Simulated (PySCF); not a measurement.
Electron correlation in V²⁺ (vanadium, charge +2)

[Ar] 3d2 4p1, one real determinant (an excited configuration). All numbers are calculated (PySCF 2.14, the non-relativistic Hamiltonian (point nucleus), in dyall-av2z (16s12p7d2f, 101 functions)). Frozen: [Ar]; 3 electrons correlated; the 25 highest virtual orbitals of each spin left out.

| level | correlation energy (mhartree) |
| --- | --- |
| CCSD | -11.23 |
| (T) | -0.31 |
| CCSD(T) | -11.54 |

Diagnostics: T1 = 0.0078, D1 = 0.0160, largest double amplitude 0.155.

Question: Is a single reference adequate?

Answer: Not fully. The real determinant used has ⟨L²⟩ near 14 against 20 for a pure G term, so it mixes terms. A double-excitation amplitude exceeds 0.15, a sign of near-degeneracy.

The reference is one real determinant that mixes LS terms of this configuration.
